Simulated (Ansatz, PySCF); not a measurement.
This Ansatz (an electronic-structure program) input computes a PBE0/def2-TZVPD energy:

Ansatz 0.2 input:
```yaml
crystal:
  periodic: [false, false, false]
  atoms:
    - {symbol: Ge, position_ang: [-0.01426658, -0.01909977, 0.97225137]}
    - {symbol: I, position_ang: [1.17561757, -1.89115665, -0.31358715]}
    - {symbol: I, position_ang: [-1.16700379, 1.90268858, -0.27343255]}
basis:
  gaussian:
    orbitals: def2-TZVPD
hamiltonian:
  xc: {name: PBE0}
magnetization: {spin_polarized: true, initial_magnetization: 2}
output: {forces: true}
```

Task: Write an input for the same energy in PySCF and say what it gives.

Result: 
```python
from pyscf import gto, scf, dft

mol = gto.M(
    atom='''
    Ge   -0.01426658   -0.01909977    0.97225137
    I     1.17561757   -1.89115665   -0.31358715
    I    -1.16700379    1.90268858   -0.27343255
    ''',
    basis='def2-tzvpd',
    ecp='def2-tzvp',
    charge=0,
    spin=2,
    verbose=4,
)

mf = dft.UKS(mol, xc='pbe0').density_fit(auxbasis='def2-universal-jkfit')
mf.grids.level = 3
mf.conv_tol = 1e-9
mf.max_cycle = 100
mf.max_memory = 1500
mf.kernel()
if not mf.converged:
    mf = mf.newton()
    mf.kernel(mf.make_rdm1())
for _ in range(2):
    mo, _, stable, _ = mf.stability(return_status=True)
    if stable:
        break
    mf.kernel(mf.make_rdm1(mo, mf.mo_occ))
mf.analyze()
```
It gives -2672.20129 Eh, and Ansatz -2672.20126 Eh, a difference of 0.03 mEh, from the treatment of integrals and grids.

This is an excited triplet: at this geometry the singlet lies 1.79 eV lower at RI-MP2/CBS(def2-TZVPPD,def2-QZVPPD)+[CCSD(T)-MP2]/def2-TZVPPD.
